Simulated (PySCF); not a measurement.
C₃H₅NOSi, SMILES O[Si@H]1C=CN=C1.

Geometry: ωB97X-D3(BJ)/def2-SVP. The structure was generated by enumeration; whether it is a known compound was not checked. One conformer was computed; it need not be the lowest.

Level of theory: PBE/def2-TZVP (PySCF).

Gas-phase values at a fixed geometry.

```yaml
total_energy: -536.45827 hartree
highest_occupied_level: -5.73 eV
lowest_empty_level: -3.20 eV
orbital_gap: 2.52 eV
dipole_moment: 0.276 e·Å
quadrupole, principal values (traceless, Buckingham form, about the centre of nuclear charge): -10.63, 4.77, 5.86 D·Å
mean_static_polarisability: 66.6 bohr³ (9.87 Å³)
polarisability_principal_values: 49.0, 70.6, 80.2 bohr³
```
